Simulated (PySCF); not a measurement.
Atom-mapped SMILES (the numbers label the heavy atoms): `[CH3:1][SiH2:2][SiH2:3]/[C:4](=[CH:5]/[F:6])[SiH2:7][NH2:8]`. Hydrogens are named by the atom that carries them.

- σ from GIAO-PBE0/pcSseg-1
- coordinates at the GFN2-xTB level
- program: PySCF 2.14.0 with density-fitted response routines
- one conformer, no solvent, equivalent nuclei averaged, no relativistic terms

Scale: TMS for ¹³C (σref 186.93), ¹H (σref 31.72), ²⁹Si (σref 349.16); ¹⁹F (σref 170.95) against CFCl3; ¹⁵N (σref 267.73) vs NH3 (reference shieldings calculated alike).

| atoms | nucleus | count | Hirshfeld charge | δ (ppm) |
| --- | --- | --- | --- | --- |
| H(Si2) | ¹H | 2 | -0.08 | ? |
| Si7 | ²⁹Si | 1 | 0.36 | ? |
| F6 | ¹⁹F | 1 | -0.08 | -57.8 |
| H(N8) | ¹H | 2 | 0.12 | 0.21 |
| C5 | ¹³C | 1 | 0.05 | 168.8 |
| C4 | ¹³C | 1 | -0.21 | 108.8 |
| H(C5) | ¹H | 1 | 0.06 | ? |
| Si3 | ²⁹Si | 1 | 0.24 | -75.3 |
| C1 | ¹³C | 1 | -0.21 | -8.5 |
| H(Si3) | ¹H | 2 | -0.08 | 4.32 |
| H(Si7) | ¹H | 2 | -0.08 | ? |
| N8 | ¹⁵N | 1 | -0.30 | 13.6 |
| H(C1) | ¹H | 3 | 0.04 | 0.62 |
| Si2 | ²⁹Si | 1 | 0.25 | -83.0 |

**Question.** Complete the table.

**Answer.** 
- H(C5): 7.15 ppm, hydrogen on an alkene CH; olefinic region
- H(Si7): 5.12 ppm, hydrogen on a silicon bonded to C, N
- H(Si2): 4.01 ppm, hydrogen on a silicon bonded to C, Si
- Si7: -44.1 ppm, silicon bonded to C, N, 2 H

Exchangeable OH/NH protons stand at their gas-phase positions; hydrogen bonding in a real sample shifts them, mostly to higher δ. Shifts are as computed. Against solution values, carbons near 30 ppm lie about +3 ppm off and those near 130 ppm about +5 ppm. Of 1211 compounds with measured shifts, 218 miss one by over three times the rms of a fit or turn the order of signals round; such compounds aren't used in these exercises. Unscaled 19F shifts against computed CFCl3 carry errors that often reach 10 to 50 ppm. Experimental scales use liquid or dissolved standards, which lie at an offset from isolated NH3 (liquid NH3: subtract about 20 ppm).
